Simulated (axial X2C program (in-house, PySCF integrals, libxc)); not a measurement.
Worked dissociation energy of TlP: CCSD, scalar-relativistic

All values were computed with an in-house relativistic program for diatomic molecules. Spin-free means the one-electron spin-free X2C Hamiltonian. Basis: Tl dyall-cv3z [12s14p10d7f1g], P dyall-v3z [8s7p2d1f] (cores contracted in-house); Gaussian nuclei, density fitting, unrestricted open shells. Masses: Tl 204.974 u, P 30.974 u.

Molecular state: M_S = 1, Λ = 0 (beyond evenly filled blocks: π+α, π-α).

Correlated methods: 18 electrons correlated (number of frozen shells: Tl 5 s, 4 p, 2 d, 1 f; P 2 s, 1 p), 244 virtual spin orbitals or spinors in MP2, 140 natural virtuals in coupled cluster.

- E(Tl) (2M_S = 1, M_L = 0): -20244.206378 hartree
- E(P) (2M_S = 3, M_L = 0): -341.638602 hartree
- E(TlP) at Re: -20585.900987 hartree
- ωe: 229.3 cm⁻¹
- ωexe: 0.678 cm⁻¹

Task: Work out De and D0.

Result: De = -20244.206378 + (-341.638602) − (-20585.900987) = 0.05601 hartree = 1.524 eV. The zero-point energy is ωe/2 − ωexe/4 = 114 cm⁻¹ = 0.014 eV, so D0 = 1.510 eV.

Occupations by symmetry block were frozen at the best pattern of an incomplete PBE0 search. Dissociation energies refer to the lowest single-determinant-based atoms at the same level and basis. CCSD ran in a truncated set of natural virtual spinors with an MP2 remainder; without triples it tends to underbind. PBE0 can misorder states that lie within some tenths of an eV, so this need not be the ground state of the molecule. The nearest other spin-free determinant of the search, M_S = 1, Λ = 1, lies 0.47 eV up at the distance of the search. The determinant is spin-polarised beyond a pure state at some levels (its spin-free form has ⟨S²⟩ too high), which makes Re and μ there less reliable. Spin-free De lacks the spin–orbit lowering of the heavy p-block atom, a tenth of an eV or more for 4p and 5p, up to an eV for 6p and one to two eV for 7p atoms, less what an open-shell molecule gains itself.

Each atomic determinant is the lowest at this level and need not be a pure term. Totals compare only within one Hamiltonian and basis.
